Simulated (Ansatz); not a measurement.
`C[O][W]([F])(=[S])([Cl])[Cl]` + H–F → `[F][W]([F])(=[S])([Cl])[Cl]` + CH₃OH at 600 K and 1 bar (ligand exchange at a W–O bond).

Program: Ansatz. Geometries: PBE0-D4/def2-TZVP. ΔE: electronic, gas phase. CBS: MP2 limit from def2 TZ/QZ plus the TZ coupled-cluster correction, frozen cores. This one scheme is used for every species. def2 core potentials past Kr. For W outer-core shells are correlated without core-valence functions, which leaves a few kJ/mol of doubt a bond. Each species was taken in one conformer, which may not be the lowest.

| species | CCSD(T)/CBS energy (Eh) | H − E (kJ/mol) | S (J/(mol·K)) |
| --- | --- | --- | --- |
| `C[O][W]([F])(=[S])([Cl])[Cl]` | -1599.32014 | 206.1 | 547.8 |
| H–F | -100.39570 | 42.3 | 194.0 |
| `[F][W]([F])(=[S])([Cl])[Cl]` | -1584.09504 | 84.1 | 469.3 |
| CH₃OH | -115.61712 | 163.6 | 277.3 |

H − E and S are ideal-gas, rigid-rotor, harmonic terms from PBE0-D4/def2-TZVP, for one conformer and one mirror image of each species. 1 Eh = 2625.50 kJ/mol, R = 8.31446 J/(mol·K).

Question: By hand: ΔE, ΔH, ΔS and ΔG.

Answer: ΔE = (-1584.09504) + (-115.61712) − (-1599.32014) − (-100.39570) = 0.00368 Eh = 9.7 kJ/mol. Δ(H − E) = 84.1 + 163.6 − 206.1 − 42.3 = -0.7, so ΔH = 9.0 kJ/mol. ΔS = 469.3 + 277.3 − 547.8 − 194.0 = 4.8 J/(mol·K). ΔG = 9.0 − 600 × (4.8)/1000 = 6.1 kJ/mol.

Question: By hand: the equilibrium constant, and the temperature at which ΔG would vanish if ΔH and ΔS stayed fixed.

Answer: log₁₀ K = −ΔG/(RT ln 10) = -0.5. ΔG = 0 at ΔH/ΔS = 1875 K, though so small a ΔH makes that figure unsure.

The number of gas molecules stays the same, so ΔS is small and ΔH decides. A doubt of 5 kJ/mol in ΔE shifts log₁₀ K by 0.4 here. Other conformers and mirror images would add mixing entropy, several J/(mol·K) or more a flexible species. Modes under 60 cm⁻¹, often nearly free rotors, make the harmonic entropy too high. These are equilibria of isolated gas molecules and say nothing of rates. Largest T1 diagnostic: 0.021 (customary marks: 0.02 for closed shells, 0.045 for open ones).
